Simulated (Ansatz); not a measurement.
The same redistribution along the group F, Cl, Br.

Isolated molecules relaxed with PBE0-D4/def2-TZVP in Ansatz; ΔE leaves out vibrations. CCSD(T)/CBS adds triple-zeta CCSD(T) − MP2 to the extrapolated MP2 energy (def2 sets, frozen cores). This one scheme is used for every species. DFT in def2-TZVPP. B3LYP here is the variant with VWN-RPA as its local correlation; programs differ in this. For Br outer-core shells are correlated without core-valence functions, which leaves a few kJ/mol of doubt a bond. Scalar relativity is left out up to krypton. Each species was taken in one conformer, which may not be the lowest.

```tsv
reaction	CCSD(T)/CBS(def2) (kcal/mol)
`C[SiH2][SiH2]F` + `O[SiH2]CC[SiH3]` → `C[SiH2]C[SiH2]O` + `F[SiH2]C[SiH3]`	-21.1
`C[SiH2][SiH2]Cl` + `O[SiH2]CC[SiH3]` → `C[SiH2]C[SiH2]O` + `[SiH3]C[SiH2]Cl`	-19.0
`C[SiH2][SiH2]Br` + `O[SiH2]CC[SiH3]` → `C[SiH2]C[SiH2]O` + `[SiH3]C[SiH2]Br`	?
```

**Question.** Fill in the missing values. (Estimate.)

**Answer.** The calculation gave: `C[SiH2][SiH2]Br` + `O[SiH2]CC[SiH3]` → `C[SiH2]C[SiH2]O` + `[SiH3]C[SiH2]Br`: -18.2 kcal/mol.

Largest T1 diagnostic: 0.012, for `C[SiH2][SiH2]F`.
